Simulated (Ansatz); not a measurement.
(ClBe-mu-F)2 (Be₂Cl₂F₂), relaxed as a singlet with RKS r2SCAN-D4/def2-SVP in Ansatz, starting from the GFN2-xTB geometry. Force threshold 0.02 eV/Å.

Start:

```csv
atom,x (Å),y (Å),z (Å)
Be1,0.8939,-0.6581,-0.1359
Cl2,2.3021,-1.7017,-0.3661
F3,0.3094,0.2005,1.0314
Be4,-0.8929,0.6581,0.1402
Cl5,-2.3045,1.7011,0.3565
F6,-0.3081,-0.1999,-1.0261
```

| step | energy (eV) | largest force component (eV/Å) | SCF passes |
| --- | --- | --- | --- |
| 1 | -31273.7797 | 0.919 | 23 |
| 2 | -31273.8542 | 0.489 | 27 |
| 3 | -31273.8845 | 0.137 | 29 |
| 4 | -31273.8863 | 0.009 | 28 |

Force components are those of the run's own axes.

End:

```xyz
6

Be    0.903   -0.666   -0.141
Cl    2.364   -1.748   -0.370
F     0.316    0.205    1.049
Be   -0.902    0.667    0.141
Cl   -2.366    1.745    0.371
F    -0.314   -0.203   -1.050
```

By distances, no bond broke or formed. The bond that changes most is Be1–Cl2, from 1.77 to 1.83 Å (atoms count from 1).

No frequencies were taken in this run, so the end may be a saddle point.

It took 7 s on 4 threads of Arm Neoverse V1 on a shared host.
